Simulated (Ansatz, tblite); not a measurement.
Isomers of Mg7O7⁻ (doublet), found by a short tight-binding search and relaxed with PBE-D4/def2-SVP in Ansatz.

The xTB rows come from tblite.

A: At r2SCAN-D4/def2-SVP the charge -1 doublet is spin-contaminated (final ⟨S²⟩ up to 0.84, 0.75 for a pure state). It holds 2 O–O bonds.

Other spin states weren't relaxed.

A:

Cartesian coordinates in Å:
```
Mg -0.8177 0.6409 -0.4039
Mg 1.8984 0.3271 -0.2680
Mg -3.1177 -0.9172 0.6971
Mg 2.3443 -2.0410 1.2635
Mg -0.1280 3.1600 -2.0415
Mg -3.1793 2.2720 -1.3684
Mg -0.5024 -2.2122 1.4457
O 3.3146 -0.7160 0.3675
O 0.7263 2.1062 -0.4427
O 1.0333 -3.1387 2.0166
O 0.2686 -0.2676 1.0862
O 0.2121 -1.1339 -0.2332
O 0.6907 1.2431 -1.7641
O -2.7432 0.6774 -0.3547
```

B:

```tsv
atom	x (Å)	y (Å)	z (Å)
Mg1	-0.526	-0.964	2.518
Mg2	-3.225	-1.820	1.361
Mg3	3.287	1.878	-1.453
Mg4	-1.623	-0.496	-0.777
Mg5	1.671	0.267	1.584
Mg6	0.861	0.676	-1.008
Mg7	0.276	1.186	-3.620
O8	-2.192	-1.797	2.873
O9	1.856	1.612	-2.666
O10	-0.104	-0.206	0.543
O11	2.515	1.081	0.074
O12	1.160	-0.435	3.224
O13	-0.686	0.348	-2.241
O14	-3.271	-1.331	-0.413
```

Task: Estimate their order by electronic energy at PBE0-D4/def2-SVP, counted from the lowest.

Result: B (0.00) < A (7.93), in eV.

Task: Do the other levels pick the same lowest one?

Result: All that were run do. Energies above each level's lowest (eV):

```
             level     A     B
          GFN1-xTB  2.59  0.00
          GFN2-xTB  4.43  0.00
   PBE-D4/def2-SVP  7.75  0.00
r2SCAN-D4/def2-SVP  8.33  0.00
  PBE0-D4/def2-SVP  7.93  0.00
```
Point groups (tolerance 0.1 Å): A Cs, B Cs. Lower isomers may exist.
